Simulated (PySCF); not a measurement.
Species: C₇H₆N (doublet state).
Cartesian coordinates in Å at the GFN2-xTB level; atoms count from 1:
```
atom  x, y, z in Å
N1     3.129    0.352   -1.222
C2     2.388   -0.240   -0.587
C3     1.432   -0.976    0.213
C4     0.124   -0.272    0.144
C5    -0.311    0.763    1.019
C6    -1.547    1.162    0.605
C7    -1.911    0.371   -0.565
C8    -0.888   -0.488   -0.833
H9     1.358   -1.988   -0.196
H10    1.807   -1.015    1.240
H11    0.251    1.144    1.850
H12   -2.165    1.923    1.041
H13   -2.835    0.470   -1.103
H14   -0.833   -1.207   -1.628
```

The hyperfine couplings belong to this conformer and change with its torsions.

As a line formula: `C1=CC=C[C]1CC#N` [radical].

Computed, not measured: PySCF, UKS B3LYP, pcH-1 on C H N, non-relativistic, mean-field spin-orbit, GIAO. Isolated species at its GFN2-xTB geometry (one conformer only). A GFN2-xTB geometry isn't a minimum of the functional, and hyperfine couplings can be far from their values at a DFT geometry. No stability test was run, so a lower SCF solution isn't excluded.

The largest Mulliken spin populations are on C4 (+0.60), C7 (+0.33), C6 (+0.33) and C8 (-0.13). Three atoms exceed +0.15. The angles at C4 add up to 360.0°, so it is planar.

Problem. How do the β-proton couplings of this frozen conformer go with θ, the angle between the C–H bond and the normal to the plane of the spin centre's three neighbours, both seen down the bond from centre to carbon?

Solution. 
```json
{"β H": "H9", "on": "C3", "centre": "C4", "θ (°)": "61", "cos²θ": "0.23", "a (G)": "+7.66"}
{"β H": "H10", "on": "C3", "centre": "C4", "θ (°)": "61", "cos²θ": "0.23", "a (G)": "+7.53"}
```

Couplings in gauss use g_iso = 2.0025.
